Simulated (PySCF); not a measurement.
In(Br)2(Me) (CH3Br2In), SMILES [CH3][In]([Br])[Br]. Heavy atoms are numbered as in [In:1]([Br:2])([Br:3])[CH3:4]. Hydrogens are named by the atom that carries them.

Coordinates come from a B3LYP-D3(BJ)/def2-SVP optimisation. The structure was generated by enumeration; whether it is a known compound was not checked. The def2 effective core potentials stand for the cores of In; spin–orbit coupling is left out.

Calculation: PBE/def2-TZVP in PySCF.

ESP charges are fitted to the potential on shells at 1.4 to 2.0 van der Waals radii. Atomic charges (e), one atom of each kind:

```
atom      ESP fit  Löwdin  Mulliken
--------  -------  ------  --------
In1          0.56   -0.09      0.77
Br2         -0.26    0.09     -0.34
C4 (CH3)    -0.45   -0.49     -0.57
H on C4      0.13    0.14      0.16
```
